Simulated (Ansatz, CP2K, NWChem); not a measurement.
# SnS (SMILES [S][Sn]): the vertical ionisation energy, rung by rung

SnS has 2 atoms, charge 0, and is taken as a singlet. SMILES: `[S][Sn]`. Geometry: the measured bond length.

```xyz
2

S     0.0000    0.0000    0.0000
Sn    0.0000    0.0000    2.2090
```

Each level gives the vertical ionisation energy (to the doublet cation) (eV). The values are calculated.

| level | kind | program | value (eV) | CPU time (all runs) |
| --- | --- | --- | --- | --- |
| GFN2-xTB | semi-empirical | CP2K | 13.64 | under 2 s |
| HF/def2-SVP (core potential) | Hartree–Fock | Ansatz | 8.03 | 2.1 s |
| HF/3-21G | Hartree–Fock | Ansatz | 8.33 | 4.8 s |
| HF/def2-TZVP (core potential) | Hartree–Fock | Ansatz | 7.97 | 9.6 s |
| HF/def2-TZVPP (core potential) | Hartree–Fock | Ansatz | 7.97 | 10 s |
| HF/def2-QZVP (core potential) | Hartree–Fock | Ansatz | 7.96 | 28 s |
| CCD/cc-pVDZ/cc-pVDZ-PP (core potential) | coupled cluster or CI | NWChem | 9.42 | 25 s |
| CCSD/x2c-SVPall (sfX2C) | coupled cluster or CI | Ansatz | 9.06 | 16 s |
| CCSD/x2c-TZVPall (sfX2C) | coupled cluster or CI | Ansatz | 9.19 | 74 s |

All-electron rows without a relativistic Hamiltonian named are non-relativistic, while core potentials hold scalar relativity, so basis and relativity change together. Spin-orbit coupling, which can split open shells on such heavy atoms by tenths of an eV, is left out. The values span 7.96 to 13.64 eV. The xTB values lack the empirical shift that such differences need. In the correlated wave-function rows the outer d shell of Sn is correlated, in sets not made for it. CPU times are rough (shared hosts, several kinds of processor): they show what a rung costs within a factor of a few.
